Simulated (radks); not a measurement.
All-electron atom: Au in [Xe] 4f14 5d10 6s1 (the NIST ground configuration). Method: Dirac Kohn-Sham, PBE, spin-unpolarised, spherical densities, finite nucleus; Fermi nuclear charge, rms radius 5.4371 fm; computed with a radial shooting solver on a logarithmic mesh with Libxc functionals. Some entries of the table are withheld. Estimate them.

orbital,occ.,eigenvalue (hartree),<r> (bohr),<r^2> (bohr^2)
1s1/2,2,-2962.347,0.01687,0.0003934
2s1/2,2,-522.2880,(1),0.005940
2p1/2,2,-500.9971,0.05798,0.004202
2p3/2,4,-433.5448,0.06653,0.005390
3s1/2,2,-123.2613,0.1833,0.03857
3p1/2,2,-113.6520,0.1736,0.03516
3p3/2,4,-98.76753,0.1893,0.04158
3d3/2,4,-82.75662,0.1648,(2)
3d5/2,6,-79.55731,0.1696,(3)
4s1/2,2,-26.75072,0.4070,0.1871
4p1/2,2,-22.64520,0.4094,(4)
4p3/2,4,-19.07605,0.4434,(5)
4d3/2,4,-12.34555,0.4519,0.2362
4d5/2,6,-11.68078,0.4631,0.2479
5s1/2,2,-3.97008,0.9282,0.9672
4f5/2,6,-3.05135,0.4952,0.2974
4f7/2,8,-2.91129,0.5023,0.3060
5p1/2,2,-2.63931,(6),1.141
5p3/2,4,-2.03411,(7),1.381
5d3/2,4,-0.28809,(8),2.980
5d5/2,6,-0.23203,(9),3.345
6s1/2,1,-0.21222,2.868,9.515
6p1/2,0,-0.04247,4.443,23.95

Answer. 
(1) 2s1/2 <r> (bohr): 0.07047
(2) 3d3/2 <r^2> (bohr^2): 0.03190
(3) 3d5/2 <r^2> (bohr^2): 0.03364
(4) 4p1/2 <r^2> (bohr^2): 0.1909
(5) 4p3/2 <r^2> (bohr^2): 0.2236
(6) 5p1/2 <r> (bohr): 1.004
(7) 5p3/2 <r> (bohr): 1.104
(8) 5d3/2 <r> (bohr): 1.571
(9) 5d5/2 <r> (bohr): 1.657
